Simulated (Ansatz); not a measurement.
Si-Cl bond lengths (Å) of neutral closed-shell molecules, written as SMILES: in each the longest such bond at B3LYP-D3(BJ)/def2-TZVP (Ansatz, a program for electronic structure), beside the same bond after optimisation at HF/STO-3G (Ansatz) from that structure, whose symmetry is kept, so that a structure may be a saddle point there. B3LYP-D3(BJ)/def2-TZVP serves to compare with and is no measurement.

The rows were drawn at random among computed neutral closed-shell members with both values; the withheld row is one of them. Species whose geometry shows other bonds than their SMILES are left out. Runs that failed or changed their bonding are left out, and none for the size of its difference.

```
species                                         HF/STO-3G (Ansatz) (x)  B3LYP-D3(BJ)/def2-TZVP (y)
----------------------------------------------  ----------------------  --------------------------
Cl[SiH2][SiH2]Cl                                                 2.096                       2.077
C=C[SiH2][SiH2]Cl [chloro(ethenylsilyl)silane]                   2.101                       2.084
Br[Si]Cl                                                         2.120                       2.091
S[Si](S)(Cl)Cl [dichloro-bis(sulfanyl)silane]                    2.101                       2.056
C[Si](C)(C)O[SiH2]Cl                                             2.101                       2.075
N[Si](N)(N)Cl                                                    2.120                       2.102
Cl[Si]Cl                                                         2.109                       2.094
```

Q: Fit a constant shift, y = x + a, and use it for Cl[Si](F)(Cl)Cl, where HF/STO-3G (Ansatz) gives 2.069 Å.

A: The mean of y - x is a = -0.0241 Å, and the rows scatter about it by 0.0097 Å (root mean square). Prediction for Cl[Si](F)(Cl)Cl: 2.045 Å. It lies outside the range of the table, so the fit extrapolates. The length at B3LYP-D3(BJ)/def2-TZVP is 2.025 Å, so the fit misses by +0.020 Å, against +0.044 Å without it. The fit is meant for species like these alone.
